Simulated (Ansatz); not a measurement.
One change: `B[Si](C)(C)F` becomes `C[Si](C)(F)S`.

Ansatz, PBE0-D4/def2-TZVP geometries, multiplicity 1. Each molecule was computed in one conformer, which needn't be the lowest.

| property | `B[Si](C)(C)F` |
| --- | --- |
| size of the dipole moment (B3LYP/def2-TZVPP) / D | 1.72 |
| LUMO energy (PBE0/def2-TZVPP) / eV | -2.38 |
| HOMO energy (B3LYP/def2-TZVPP) / eV | -7.69 |
| HOMO energy (PBE/def2-TZVPP) / eV | -6.59 |
| HOMO–LUMO gap (B3LYP/def2-TZVPP) / eV | 5.10 |
| size of the dipole moment (PBE/def2-TZVPP) / D | 1.70 |

Q: What does the change do to each property? (An estimate is asked.)

A: Computed: 
| property | `C[Si](C)(F)S` | shift |
| --- | --- | --- |
| size of the dipole moment (B3LYP/def2-TZVPP) / D | 2.68 | 0.96 |
| LUMO energy (PBE0/def2-TZVPP) / eV | 0.30 | 2.68 |
| HOMO energy (B3LYP/def2-TZVPP) / eV | -7.13 | 0.56 |
| HOMO energy (PBE/def2-TZVPP) / eV | -6.13 | 0.46 |
| HOMO–LUMO gap (B3LYP/def2-TZVPP) / eV | 7.13 | 2.03 |
| size of the dipole moment (PBE/def2-TZVPP) / D | 2.63 | 0.93 |

With PBE0 the HOMO rises by 0.49 eV and the LUMO rises by 2.68 eV, so the gap widens by about 2.19 eV. PBE moves the HOMO by 0.46 eV and ωB97M-V by 0.47 eV. Dipoles are sizes alone; their direction can turn.

B3LYP here is the variant with VWN-RPA as its local correlation; programs differ in this.
